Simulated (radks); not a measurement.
The numbers below are computed, except where a source is named.
Tb1.5+, 63.5 electrons, occupied as [Xe] 4f(up 4.5, down 4.5) 6s(up 0.5, down 0) (fractional occupations, a model configuration).

Level of theory: scalar-relativistic Kohn-Sham, LDA (Slater exchange, Perdew-Wang correlation), spin-polarised, spherical densities, point nucleus (a radial shooting solver on a logarithmic mesh with Libxc functionals).

Energy parts (hartree):
total: -11700.7939
kinetic: 12591.6002
electron-nucleus: -28580.2952
Hartree: 4535.8063
exchange-correlation: -247.9051

Orbitals (lengths in bohr, moments of r in powers of bohr; r(90%) holds 90 % of the orbital's charge):
| orbital | occ. | eigenvalue (hartree) | r(90%) |
|---|---|---|---|
| 1s up | 1 | -1904.495 | 0.0389 |
| 1s down | 1 | -1904.495 | 0.0389 |
| 2s up | 1 | -316.0520 | 0.142 |
| 2s down | 1 | -316.0519 | 0.142 |
| 2p up | 3 | -280.9965 | 0.132 |
| 2p down | 3 | -280.9964 | 0.132 |
| 3s up | 1 | -70.36324 | 0.351 |
| 3s down | 1 | -70.36322 | 0.351 |
| 3p up | 3 | -59.55318 | 0.356 |
| 3p down | 3 | -59.55316 | 0.356 |
| 3d up | 5 | -45.44015 | 0.337 |
| 3d down | 5 | -45.44010 | 0.337 |
| 4s up | 1 | -14.21019 | 0.779 |
| 4s down | 1 | -14.21019 | 0.779 |
| 4p up | 3 | -10.64957 | 0.836 |
| 4p down | 3 | -10.64953 | 0.836 |
| 4d up | 5 | -5.76262 | 0.939 |
| 4d down | 5 | -5.76249 | 0.939 |
| 4f up | 4.5 | -0.48851 | 1.58 |
| 4f down | 4.5 | -0.48769 | 1.57 |
| 5s up | 1 | -2.12391 | 1.92 |
| 5s down | 1 | -2.12270 | 1.91 |
| 5p up | 3 | -1.28937 | 2.31 |
| 5p down | 3 | -1.28691 | 2.30 |
| 6s up | 0.5 | -0.43902 | 5.11 |
| 6s down | 0 | -0.42153 | 5.15 |

The highest occupied level is 6s up at -11.946 eV. The density falls to 0.001 e/bohr^3 at r = 3.96 bohr. Spin moment in Bohr magnetons: 0.5.
